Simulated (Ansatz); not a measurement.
Molecule: sum formula H2BO2, charge 1, multiplicity 1. 
Coordinates optimised at B3LYP-D3(BJ)/def2-TZVP (Ansatz, a first-principles code):
```
B
O 1 1.2570
O 1 1.2570 2 172.98
H 2 0.9699 1 134.72 3 -134.07
H 3 0.9699 1 134.72 2 -134.07
```
Charge +1, spin multiplicity 1.

Parts of the frozen-core correlation energy in STO-3G (Ansatz, hartree). Frozen orbitals: 3; correlated occupied orbitals by spin: 8 and 8; virtual: 6 and 6. No spin-orbit coupling. Non-relativistic.

```
term                            value
-------------------------  ----------
reference (HF)             -173.08350
MP2 opposite-spin            -0.10598
MP2 same-spin                -0.03106
CCSD correlation             -0.15246
(T)                          -0.01043
FCI minus CCSD(T)            -0.00013
T1 diagnostic                   0.022
largest doubles amplitude       0.051
```
